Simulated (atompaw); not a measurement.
**oxygen (O): one change to a PAW (atompaw) potential, before and after**

O (Z = 8), PAW, made with atompaw 4.2.0.5 (LDA (PW92), scalar-relativistic). Core [He], reference 2s2 2p2.5 (charge +1.5). Waves: 2s (bound): rc 1.80 bohr; 2s channel at -3.25 Ry: rc 1.80 bohr; 2p (bound): rc 1.80 bohr; 2p channel at -0.5 Ry: rc 1.80 bohr; 3d channel at 0.05 Ry: rc 1.80 bohr. Local part: vpsmatchnc scheme with l = 3 at 0 Ry, radius 1.65 bohr. Core correction: smooth core density matched at 1.70 bohr. Augmentation charge: besselshape compensation charge, radius 1.75 bohr; PAW radius 1.80 bohr; waves and projectors: custom polynom2 7 10 vanderbiltortho.

Change: all radii scaled by about 1.17 (s 2.10, p 2.10, d 2.10 bohr); local potential vpsmatchnc scheme with l = 3 at 0 Ry, radius 1.92 bohr; augmentation besselshape compensation charge, radius 2.04 bohr; PAW radius 2.10 bohr; waves and projectors: custom polynom2 7 10 vanderbiltortho; core correction smooth core density matched at 1.98 bohr.

Cutoffs: the cutoffs (Ry, on a coarse ladder) from which the occupation-weighted sum of valence levels, in a spherical-Bessel basis at the reference potential, stays within 10 and 1 mRy of its value at 400 Ry; they do not see the model core or the augmentation charge, which bear on the density cutoff.

**Question.** What does the change do?

**Answer.** The potential gets softer (21 Ry and 25 Ry → 15 Ry and 21 Ry); neither file shows a bound ghost. A larger radius leaves more room for a smooth pseudo-wave, so fewer plane waves are needed.

```tsv
quantity	base	changed
cutoff, loose	21 Ry	15 Ry
cutoff, tight	25 Ry	21 Ry
loose cutoff by channel (10 mRy a level)	s 12 Ry, p 18 Ry	s 8 Ry, p 15 Ry
bound ghosts	none	none
lowest overlap eigenvalue by channel	s 0.77, p 0.91, d 1.00	s 0.92, p 0.91, d 1.00
```

 The cutoffs see the waves, projectors and local potential, not the compensation charge or the core.
